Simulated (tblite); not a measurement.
Isomers of C6H12Si. Computed with GFN2-xTB (tblite): harmonic, unscaled wavenumbers at the GFN2-xTB geometry, gas phase. This tight-binding method is rough: wavenumbers can miss measured ones by several per cent, in bad cases by 10 to 20. Modes of hydrogen on silicon can be 10 to 20 % off. One conformer each.

Electronic energies: GFN2-xTB at the same geometries; isomer energies are rough at this level and their order can be wrong.

| SMILES | electronic energy, lowest = 0 (kJ/mol) |
| --- | --- |
| C=C=C(C)[SiH2]CC | 61.9 |
| CCCC#CC[SiH3] | 13.5 |
| C#CC(C)(C)[SiH2]C | 60.0 |
| C/C=C\C=C/C[SiH3] | 0.0 |
| CCC#CC[SiH2]C | 36.5 |
| C#C[C@H](C)C[SiH2]C | 64.2 |

Q: How do GFN2-xTB zero-point energies change the relative energies?

A: 
```csv
SMILES,ZPE (kJ/mol),of it from modes above 1550 cm⁻¹,electronic (kJ/mol),"with ZPE, lowest = 0 (kJ/mol)",lowest mode (cm⁻¹),rings
C/C=C\C=C/C[SiH3],401.9,223.5,0.0,0.0,33,0
CCCC#CC[SiH3],403.1,215.4,13.5,14.7,14,0
CCC#CC[SiH2]C,405.5,220.3,36.5,40.1,6,0
C#CC(C)(C)[SiH2]C,404.2,223.4,60.0,62.3,50,0
C=C=C(C)[SiH2]CC,404.7,219.2,61.9,64.7,36,0
C#C[C@H](C)C[SiH2]C,405.0,222.4,64.2,67.2,32,0
```

The zero-point energies span 3.6 kJ/mol, from `C/C=C\C=C/C[SiH3]` to `CCC#CC[SiH2]C`. The order is unchanged.

Q: What do entropy and thermal enthalpy add at 298.15 K and 1 bar (rigid rotor, harmonic oscillator, one conformer each)?

A: 
```json
{"SMILES": "C/C=C\\C=C/C[SiH3]", "point group": "C1", "symmetry number": "1", "S (J/(mol K))": "416.1", "H − H(0) (kJ/mol)": "28.87", "ZPE + H − H(0) − TS (kJ/mol)": "306.7"}
{"SMILES": "C#CC(C)(C)[SiH2]C", "point group": "C1", "symmetry number": "1", "S (J/(mol K))": "413.9", "H − H(0) (kJ/mol)": "30.78", "ZPE + H − H(0) − TS (kJ/mol)": "311.5"}
{"SMILES": "C=C=C(C)[SiH2]CC", "point group": "C1", "symmetry number": "1", "S (J/(mol K))": "427.3", "H − H(0) (kJ/mol)": "30.74", "ZPE + H − H(0) − TS (kJ/mol)": "308.0"}
{"SMILES": "C#C[C@H](C)C[SiH2]C", "point group": "C1", "symmetry number": "1", "S (J/(mol K))": "421.0", "H − H(0) (kJ/mol)": "30.33", "ZPE + H − H(0) − TS (kJ/mol)": "309.8"}
```

Not tabulated: `CCCC#CC[SiH3]` (lowest mode only 14 cm⁻¹); `CCC#CC[SiH2]C` (lowest mode only 6 cm⁻¹).
